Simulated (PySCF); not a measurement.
Species: CH4FSi, charge -1, multiplicity 1. It need not be the lowest isomer of its formula. Whether it binds its extra electron was not tested at this geometry. SMILES: F[SiH2][CH2-]
Geometry from a B3LYP-D3(BJ)/def2-TZVP (Ansatz) optimisation:
```xyz
7

Si     0.1872     0.3192     0.1292
C     -1.5561     0.4222     0.1129
F      1.0391    -1.0388    -0.3674
H      0.8480     1.3318    -0.7657
H      0.7749     0.4549     1.5072
H     -2.1566    -0.0479     0.8894
H     -2.1019     0.6079    -0.8103
```
Charge -1, spin multiplicity 1.

Dispersion corrections to the total energy (kcal/mol) from the dftd3 and dftd4 libraries through PySCF: D3(BJ) without and D4 with the three-body term, each with the damping fitted for the functional named.

| functional | D3(BJ) | D4 |
|---|---|---|
| B2PLYP | -1.98 | -2.04 |
| PW6B95 | (withheld) | -2.69 |
| CAM-B3LYP | (withheld) | -2.46 |
| HF | -21.64 | -11.21 |
| HSE06 | -1.52 | -2.27 |
| revPBE | (withheld) | -9.75 |
| BP86 | -3.81 | -3.86 |

Task: Complete the blanks.

Result: 
- PW6B95, D3(BJ): -1.19
- CAM-B3LYP, D3(BJ): -1.83
- revPBE, D3(BJ): -6.05
